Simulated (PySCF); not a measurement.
Record of a relaxation.

Compound: (Cl2Ga-mu-NH2)3.
Bonds: Ga1–Cl2, Ga1–Cl3, Ga1–N4, Ga1–N12, N4–Ga5, Ga5–Cl6, Ga5–Cl7, Ga5–N8, N8–Ga9, Ga9–Cl10, Ga9–Cl11, Ga9–N12. Hydrogens: H13, H14 on N4; H15, H16 on N8; H17, H18 on N12.

Method: PBE0-D3(BJ)/def2-SVP geometry optimisation, gas phase (PySCF); density fitting, grid level 1; the optimiser is geomeTRIC in internal coordinates, started from a GFN2-xTB structure with every atom displaced at random (about 0.03 Å). 8 of its 11 geometries are shown. The frame can shift and turn from step to step; on so coarse a grid that alone can change the energy by a few meV, and forces under 0.02 eV/Å are noise.

Step 0: E = -236755.7200 eV, largest atomic force 4.134 eV/Å
```
atom  x, y, z in Å  |  force x, y, z in eV/Å
Ga1     1.910   -0.365   -0.318   -3.744   1.510   0.373
Cl2     2.456    1.505    0.464    0.388   0.942   0.399
Cl3     3.111   -1.739   -1.092    2.751  -2.763  -1.372
N4      0.654    0.109   -1.859   -2.267  -2.404   1.893
Ga5    -1.377    0.384   -1.287    3.157   1.503   1.482
Cl6    -2.312   -1.430   -1.150   -0.866  -1.851   0.115
Cl7    -2.050    1.979   -2.426   -0.707   1.179  -1.107
N8     -0.997    1.260    0.543   -2.093  -1.306   0.630
Ga9    -0.601   -0.111    2.047    0.308  -0.237  -3.308
Cl10   -2.328   -1.191    2.486   -1.058  -0.570   0.293
Cl11    0.530    0.795    3.470    1.294   1.041   1.899
N12     0.625   -1.332    0.906   -1.625   1.584  -1.309
H13     0.502   -0.644   -2.545    0.594   0.268   0.135
H14     0.822    0.937   -2.343    0.735   1.962  -1.232
H15    -1.883    1.750    0.843    1.107  -0.469  -0.436
H16    -0.279    1.966    0.507    0.543   0.399  -0.106
H17     1.162   -1.909    1.497    0.843  -1.208   1.072
H18    -0.001   -1.946    0.333    0.638   0.421   0.581
```

Step 1: E = -236756.8776 eV, largest atomic force 1.499 eV/Å
```
atom  x, y, z in Å  |  force x, y, z in eV/Å
Ga1     1.843   -0.365   -0.348   -1.173   0.277  -0.076
Cl2     2.423    1.547    0.427    0.166   0.256   0.078
Cl3     3.169   -1.817   -1.082    0.801  -0.632  -0.250
N4      0.596    0.102   -1.826   -1.010  -0.075   0.317
Ga5    -1.319    0.409   -1.251    1.171   0.816   0.460
Cl6    -2.260   -1.482   -1.132   -0.235  -0.596  -0.027
Cl7    -2.041    2.013   -2.466   -0.250   0.206  -0.324
N8     -0.997    1.216    0.547   -0.480  -0.519   0.150
Ga9    -0.590   -0.100    1.992    0.257  -0.097  -1.019
Cl10   -2.365   -1.194    2.438   -0.289  -0.109   0.164
Cl11    0.549    0.831    3.510    0.255   0.230   0.576
N12     0.600   -1.287    0.900    0.147   0.419   0.200
H13     0.498   -0.645   -2.516    0.342  -0.044  -0.122
H14     0.818    0.957   -2.338    0.306  -0.044  -0.025
H15    -1.855    1.697    0.826   -0.021   0.135  -0.030
H16    -0.265    1.929    0.515    0.096   0.005  -0.052
H17     1.147   -1.886    1.521   -0.028  -0.067  -0.008
H18    -0.009   -1.907    0.360   -0.055  -0.161  -0.011
```

Step 3: E = -236757.0838 eV, largest atomic force 0.255 eV/Å
```
atom  x, y, z in Å  |  force x, y, z in eV/Å
Ga1     1.804   -0.372   -0.358    0.038  -0.114   0.015
Cl2     2.397    1.581    0.370   -0.016  -0.030   0.005
Cl3     3.267   -1.822   -1.004   -0.055   0.117   0.023
N4      0.583    0.088   -1.829   -0.020   0.046  -0.201
Ga5    -1.272    0.456   -1.269   -0.003   0.226  -0.120
Cl6    -2.174   -1.508   -1.217    0.048  -0.003   0.021
Cl7    -2.042    2.014   -2.564    0.014  -0.140   0.072
N8     -1.073    1.201    0.545    0.007  -0.010   0.002
Ga9    -0.615   -0.099    1.966    0.008  -0.015   0.038
Cl10   -2.398   -1.212    2.450    0.047   0.045   0.005
Cl11    0.450    0.864    3.575   -0.093  -0.064  -0.071
N12     0.610   -1.264    0.935    0.040  -0.055   0.038
H13     0.571   -0.663   -2.525   -0.047  -0.023   0.042
H14     0.927    0.913   -2.331    0.076  -0.052   0.113
H15    -1.939    1.682    0.799   -0.013   0.010   0.009
H16    -0.342    1.923    0.532   -0.016  -0.017   0.009
H17     1.172   -1.833    1.575   -0.003   0.076  -0.009
H18     0.018   -1.933    0.428   -0.013   0.003   0.009
```

Step 4: E = -236757.0951 eV, largest atomic force 0.179 eV/Å
```
atom  x, y, z in Å  |  force x, y, z in eV/Å
Ga1     1.800   -0.374   -0.338    0.114  -0.138   0.002
Cl2     2.370    1.584    0.396   -0.017  -0.007   0.013
Cl3     3.305   -1.796   -0.961   -0.122   0.123   0.028
N4      0.608    0.089   -1.833    0.106   0.020  -0.086
Ga5    -1.247    0.472   -1.293   -0.071   0.074  -0.121
Cl6    -2.107   -1.517   -1.236    0.039   0.036   0.012
Cl7    -2.041    1.991   -2.611    0.022  -0.090   0.065
N8     -1.095    1.203    0.528    0.072   0.035  -0.018
Ga9    -0.647   -0.104    1.948   -0.048   0.014   0.086
Cl10   -2.434   -1.215    2.418    0.039   0.025  -0.009
Cl11    0.363    0.860    3.591   -0.054  -0.055  -0.096
N12     0.606   -1.264    0.951   -0.020  -0.051  -0.021
H13     0.605   -0.665   -2.525   -0.078  -0.001   0.030
H14     0.998    0.904   -2.316    0.023  -0.004   0.044
H15    -1.968    1.679    0.771   -0.008  -0.025   0.006
H16    -0.369    1.931    0.534   -0.012  -0.014   0.024
H17     1.169   -1.813    1.606    0.016   0.046   0.026
H18     0.027   -1.948    0.448    0.001   0.013   0.013
```

Step 6: E = -236757.1019 eV, largest atomic force 0.099 eV/Å
```
atom  x, y, z in Å  |  force x, y, z in eV/Å
Ga1     1.796   -0.394   -0.283    0.018  -0.040  -0.013
Cl2     2.335    1.560    0.490    0.002   0.025   0.015
Cl3     3.328   -1.782   -0.884   -0.025  -0.004   0.001
N4      0.678    0.105   -1.827    0.031   0.008   0.094
Ga5    -1.191    0.503   -1.345    0.021  -0.051   0.012
Cl6    -2.005   -1.508   -1.289   -0.015   0.006  -0.010
Cl7    -2.001    1.981   -2.680   -0.011   0.028  -0.021
N8     -1.108    1.211    0.490    0.036   0.022  -0.014
Ga9    -0.718   -0.112    1.913   -0.061   0.001  -0.008
Cl10   -2.520   -1.206    2.341   -0.011  -0.013  -0.011
Cl11    0.234    0.840    3.587    0.036   0.017   0.010
N12     0.571   -1.280    0.975   -0.032   0.001  -0.040
H13     0.665   -0.647   -2.521   -0.003   0.011  -0.015
H14     1.126    0.908   -2.274   -0.010   0.015  -0.040
H15    -1.993    1.676    0.710   -0.003  -0.017  -0.009
H16    -0.386    1.939    0.541    0.005   0.001   0.020
H17     1.123   -1.799    1.663    0.004   0.000   0.024
H18     0.012   -1.979    0.471    0.017  -0.010   0.007
```

Step 7: E = -236757.1021 eV, largest atomic force 0.068 eV/Å
```
atom  x, y, z in Å  |  force x, y, z in eV/Å
Ga1     1.795   -0.409   -0.255   -0.025   0.032   0.007
Cl2     2.332    1.538    0.541    0.006   0.007   0.006
Cl3     3.320   -1.801   -0.849    0.030  -0.049  -0.013
N4      0.712    0.114   -1.815   -0.021   0.003   0.060
Ga5    -1.163    0.518   -1.366    0.035  -0.042   0.042
Cl6    -1.985   -1.490   -1.325   -0.015  -0.004  -0.010
Cl7    -1.961    1.997   -2.706   -0.008   0.032  -0.031
N8     -1.106    1.217    0.473   -0.005   0.009   0.004
Ga9    -0.753   -0.113    1.898   -0.030  -0.023  -0.037
Cl10   -2.565   -1.199    2.302   -0.010  -0.008  -0.004
Cl11    0.196    0.829    3.578    0.030   0.025   0.035
N12     0.545   -1.291    0.982   -0.015   0.018  -0.014
H13     0.696   -0.633   -2.514    0.031   0.004  -0.017
H14     1.175    0.914   -2.251   -0.012   0.006  -0.027
H15    -1.994    1.682    0.680    0.000   0.004  -0.011
H16    -0.381    1.940    0.547    0.004   0.004   0.005
H17     1.085   -1.803    1.684   -0.008  -0.005   0.005
H18    -0.005   -1.993    0.473    0.013  -0.016   0.001
```

Step 9: E = -236757.1027 eV, largest atomic force 0.043 eV/Å
```
atom  x, y, z in Å  |  force x, y, z in eV/Å
Ga1     1.797   -0.419   -0.234   -0.004   0.039   0.017
Cl2     2.342    1.521    0.575    0.002  -0.013  -0.003
Cl3     3.312   -1.828   -0.822    0.014  -0.024  -0.008
N4      0.735    0.117   -1.802   -0.015  -0.005  -0.009
Ga5    -1.144    0.524   -1.377    0.002  -0.013   0.010
Cl6    -1.983   -1.477   -1.350   -0.002   0.002  -0.002
Cl7    -1.916    2.008   -2.729    0.007   0.000  -0.003
N8     -1.106    1.224    0.462   -0.012   0.004   0.008
Ga9    -0.779   -0.111    1.888   -0.002  -0.018  -0.013
Cl10   -2.597   -1.194    2.274    0.002   0.004   0.004
Cl11    0.169    0.827    3.574   -0.001   0.004   0.004
N12     0.525   -1.295    0.985   -0.004   0.011   0.001
H13     0.727   -0.627   -2.505    0.021   0.002  -0.002
H14     1.201    0.918   -2.235   -0.007   0.002   0.005
H15    -1.996    1.692    0.655    0.002   0.007  -0.005
H16    -0.380    1.943    0.549   -0.001   0.001  -0.004
H17     1.054   -1.807    1.696   -0.006   0.000   0.000
H18    -0.018   -1.998    0.471    0.004  -0.005  -0.001
```

Step 10: E = -236757.1029 eV, largest atomic force 0.023 eV/Å
```
atom  x, y, z in Å  |  force x, y, z in eV/Å
Ga1     1.799   -0.419   -0.229    0.009   0.018   0.010
Cl2     2.346    1.520    0.582    0.001  -0.009  -0.002
Cl3     3.313   -1.833   -0.815   -0.005  -0.004  -0.001
N4      0.739    0.116   -1.799   -0.006  -0.007  -0.012
Ga5    -1.140    0.522   -1.378   -0.005  -0.008  -0.003
Cl6    -1.983   -1.478   -1.353    0.002   0.004   0.000
Cl7    -1.906    2.005   -2.736    0.007  -0.006   0.005
N8     -1.109    1.225    0.459   -0.006   0.003   0.003
Ga9    -0.784   -0.110    1.886    0.001  -0.006   0.000
Cl10   -2.603   -1.192    2.270    0.002   0.004   0.004
Cl11    0.162    0.829    3.574   -0.006  -0.002  -0.006
N12     0.522   -1.294    0.986   -0.003   0.006  -0.001
H13     0.736   -0.628   -2.502    0.011   0.003   0.000
H14     1.204    0.917   -2.232   -0.004   0.004   0.008
H15    -1.998    1.695    0.649    0.001   0.003  -0.002
H16    -0.382    1.944    0.547   -0.001  -0.001  -0.004
H17     1.047   -1.806    1.699   -0.004   0.001   0.003
H18    -0.019   -1.997    0.470    0.003  -0.001  -0.001
```

Q: Summarise the path.

A: The energy falls by 31.89 kcal/mol from step 0 to step 10; nine tenths of that is first reached at step 2. It falls at every step. The largest force goes from 4.134 to 0.023 eV/Å. Among the bonds Ga1–Cl3 changes most, from 1.983 to 2.152 Å; the atoms move by 0.124 Å rms after alignment.

Q: Follow the three bonds and two angles with the largest change from start to end.

A: 
```csv
step,E above end (kcal/mol),largest force (eV/Å),Ga1–Cl3 (Å),N4–Ga5 (Å),Ga5–Cl6 (Å),Ga5–N4–H14 (°),Ga1–N4–H14 (°)
0,31.89,4.134,1.983,2.127,2.045,100.9,117.8
1,5.20,1.499,2.098,2.022,2.116,102.8,115.6
2,1.06,0.442,2.146,1.969,2.150,105.7,112.4
3,0.44,0.255,2.159,1.973,2.162,107.7,110.3
4,0.18,0.179,2.162,1.970,2.168,109.4,108.4
5,0.06,0.124,2.158,1.971,2.170,110.8,107.2
6,0.02,0.099,2.153,1.971,2.170,111.3,107.0
7,0.02,0.068,2.149,1.970,2.170,111.6,107.2
8,0.01,0.062,2.148,1.969,2.170,111.5,107.6
9,0.00,0.043,2.150,1.968,2.170,111.4,107.7
10,0.00,0.023,2.152,1.968,2.170,111.2,107.8
```

The cost below is that of the whole optimisation. Hardware: Intel Xeon 6975P-C, 2 threads, no GPU (shared host). Cost: 6.3 min wall, 14 min CPU, 3.5 GiB resident at most.
